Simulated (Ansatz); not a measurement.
Gas-phase electronic energies from Ansatz, PBE0-D4/def2-TZVP geometries. CCSD(T)/CBS is the MP2 limit (def2-TZVPP, def2-QZVPP) plus CCSD(T) − MP2 in def2-TZVPP, frozen cores. This one scheme is used for every species. Functionals use def2-TZVPP. HSE06 is defined as in plane-wave codes.

`CC1=[N+](C)[B-](C)(C)N1C` + HCl → `CC1=[N+](C)[B-](C)(Cl)N1C` + CH₄  (ligand exchange at a B–C bond)

`CC1=[N+](C)[B-](C)(C)N1C`:

```xyz
24

C     1.039    1.368    1.871
C     0.436    0.548    0.791
N    -0.840    0.425    0.476
C    -1.927    1.282    0.818
B    -0.416   -0.544   -0.734
C    -0.856   -2.069   -0.537
C    -0.661    0.106   -2.175
N     1.028   -0.214   -0.109
C     2.334   -0.785   -0.109
H     2.071    1.075    2.059
H     0.470    1.262    2.796
H     1.031    2.425    1.591
H    -1.725    1.829    1.743
H    -2.836    0.695    0.969
H    -2.132    2.016    0.029
H    -0.674   -2.437    0.479
H    -0.318   -2.728   -1.228
H    -1.922   -2.206   -0.747
H    -1.725    0.098   -2.435
H    -0.147   -0.459   -2.959
H    -0.314    1.143   -2.239
H     2.778   -0.715   -1.106
H     2.306   -1.846    0.168
H     2.999   -0.270    0.589
```

HCl:

```xyz
2

Cl   -0.332   -0.367   -0.405
H     0.332    0.367    0.405
```

`CC1=[N+](C)[B-](C)(Cl)N1C`:

Cartesian coordinates in Å:
```
C 1.869 0.503 -1.206
C 0.581 0.163 -0.559
N 0.150 -1.021 -0.160
C 0.882 -2.224 0.070
B -1.153 -0.313 0.396
C -1.360 -0.356 1.966
Cl -2.663 -0.734 -0.584
N -0.416 0.955 -0.205
C -0.790 2.249 -0.676
H 2.077 -0.189 -2.024
H 2.684 0.424 -0.482
H 1.856 1.520 -1.596
H 1.796 -2.247 -0.529
H 0.272 -3.085 -0.210
H 1.161 -2.337 1.124
H -1.655 -1.357 2.294
H -2.155 0.327 2.277
H -0.449 -0.077 2.506
H -1.038 2.904 0.163
H -1.670 2.179 -1.323
H 0.021 2.715 -1.241
```

CH₄:

```xyz
5

C     0.000    0.000    0.000
H    -0.744   -0.568    0.557
H    -0.472    0.872   -0.451
H     0.426   -0.628   -0.782
H     0.790    0.324    0.676
```

(1) Is it downhill or uphill in electronic energy at CCSD(T)/CBS, and by how much? (An estimate is asked.)

(2) What do these levels give: r2SCAN-D4, r2SCANh-D4, HSE06-D4, BHLYP-D4, CAM-B3LYP-D4, ωB97M-V, B2PLYP, revPBE, PBE0, HF/def2-TZVPP, SCS-MP2/def2-TZVPP, MP2/def2-QZVPP? (Best estimate.)

Largest T1 diagnostic among the species: 0.013.

Answers

(1) Ansatz gave: Downhill: ΔE = -108.6 kJ/mol.

(2) The calculation gave: r2SCAN-D4 -111.8, r2SCANh-D4 -112.4, HSE06-D4 -109.4, BHLYP-D4 -115.8, CAM-B3LYP-D4 -110.8, ωB97M-V -110.6, B2PLYP -111.7, revPBE -108.4, PBE0 -110.0, HF/def2-TZVPP -122.9, SCS-MP2/def2-TZVPP -109.8, MP2/def2-QZVPP -111.6 kJ/mol.

At CCSD(T), def2-SVP lies −3.3 kJ/mol from the extrapolated value and def2-TZVPP +3.4 kJ/mol. Leaving LDA and LC-ωPBE aside and taking each functional with its dispersion term where it has one, the values, not all of them listed here, spread over 10.2 kJ/mol, from BHLYP-D4 to revPBE-D4. LDA lies +4.5 kJ/mol from PBE without D4.
